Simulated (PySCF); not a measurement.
# Electron correlation in B (boron, neutral)

[He] 2s2 2p1, 2P determinant. Computed with PySCF 2.14 in cc-pVDZ (3s2p1d, 14 functions), with the non-relativistic Hamiltonian (point nucleus). Frozen: 1s2; 3 electrons correlated.

MP2 pair energies summed by pair of shells (mhartree):

| pair | energy | share (%) |
| --- | --- | --- |
| 2s-2s | -21.87 | 59.9 |
| 2s-2p | -14.64 | 40.1 |

Total MP2 correlation energy: -36.51 mhartree.

Same-spin part -2.46 and opposite-spin part -34.05 mhartree; SCS-MP2 scales them by 1/3 and 6/5 to -41.68 mhartree.

```json
{"level": "CCSD", "correlation energy (mhartree)": "-58.64"}
{"level": "(T)", "correlation energy (mhartree)": "-0.80"}
{"level": "CCSD(T)", "correlation energy (mhartree)": "-59.44"}
```

Diagnostics: T1 = 0.011, D1 = 0.0216, largest double amplitude 0.131.

Cost of the coupled-cluster step: 0.12 s of wall time on 1 thread of Neoverse-N1 (shared host), for 3 correlated electrons.

Iterations:

```
CC2 = 0
CCSD nocc = (np.int64(2), np.int64(1)), nmo = (13, 13)
frozen orbitals [[0], [0]]
max_cycle = 100
direct = 0
conv_tol = 1e-08
conv_tol_normt = 1e-06
diis_space = 8
diis_start_cycle = 0
Init t2, MP2 energy = -0.0365110477649975
Init E_corr(UCCSD) = -0.0365110477665935
cycle = 1  E_corr(UCCSD) = -0.0492885749259422  dE = -0.0127775272  norm(t1,t2) = 0.0619814
cycle = 2  E_corr(UCCSD) = -0.0542617599292316  dE = -0.004973185  norm(t1,t2) = 0.0298458
cycle = 3  E_corr(UCCSD) = -0.0586715301882053  dE = -0.00440977026  norm(t1,t2) = 0.0156137
cycle = 4  E_corr(UCCSD) = -0.0586143101594694  dE = 5.72200287e-05  norm(t1,t2) = 0.00188601
cycle = 5  E_corr(UCCSD) = -0.0586580997298057  dE = -4.37895703e-05  norm(t1,t2) = 0.000278997
cycle = 6  E_corr(UCCSD) = -0.0586352514560506  dE = 2.28482738e-05  norm(t1,t2) = 6.65615e-05
cycle = 7  E_corr(UCCSD) = -0.0586435664392067  dE = -8.31498316e-06  norm(t1,t2) = 2.68761e-05
cycle = 8  E_corr(UCCSD) = -0.0586430108463558  dE = 5.55592851e-07  norm(t1,t2) = 3.6676e-06
cycle = 9  E_corr(UCCSD) = -0.058642863658726  dE = 1.4718763e-07  norm(t1,t2) = 7.66662e-07
cycle = 10  E_corr(UCCSD) = -0.0586428836844455  dE = -2.00257195e-08  norm(t1,t2) = 1.08219e-07
cycle = 11  E_corr(UCCSD) = -0.0586428798269217  dE = 3.85752378e-09  norm(t1,t2) = 5.38413e-08
UCCSD converged
E(UCCSD) = -24.58860450419591  E_corr = -0.05864287982692174
UCCSD(T) correction = -0.000803413191311532
```
